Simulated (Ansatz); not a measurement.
System (SMILES): [Cl][Ga] (Cl-Ga) (closed-shell singlet).
Atoms: Ga1, Cl2. Bonds: Ga1-Cl2.

Basis-set convergence of the optimised Ga1-Cl2 bond length at HF with Ansatz (an electronic-structure program). All functions are spherical. The program fits the integrals of some runs and decomposes those of others, by size. No added dispersion term, no relativity. Reference: the value in pcseg-4, 2.2270 Å, itself unsure by roughly 0.0009 Å (its mean distance from aug-pcseg-3, aug-cc-pV(Q+d)Z, cc-pV(5+d)Z). Deviations are taken from unrounded values. Cost is core time over that of aug-pcseg-2, rough, on shared machines of one kind; a dash marks a row that isn't timed (too short, read off another run, short of memory, by another algorithm or on other hardware). It counts the whole optimisation.

```
basis            functions  optimised Ga1-Cl2 bond length (Å)  minus reference (Å)  cost
---------------  ---------  ---------------------------------  -------------------  ----
cc-pV(D+d)Z             50                             2.2458               0.0188     -
aug-pcseg-1             63                             2.2576               0.0306     -
aug-cc-pV(D+d)Z         68                             2.2572               0.0302     -
cc-pV(T+d)Z             82                             2.2310               0.0040     -
aug-pcseg-2            109                             2.2324               0.0054    1×
aug-cc-pV(T+d)Z        114                             2.2333               0.0063    1×
cc-pV(Q+d)Z            132                             2.2279               0.0010    2×
aug-cc-pV(Q+d)Z        182                             2.2283               0.0014    2×
aug-pcseg-3            182                             2.2279               0.0009    3×
cc-pV(5+d)Z            204                             2.2274               0.0004    5×
```

The smallest set listed that lies within 0.01 Å of the reference with all its larger relatives (same family, alike in diffuse functions; a set with none counts only in the reference's own line) is cc-pV(T+d)Z (82 functions, 0.0040 Å off).
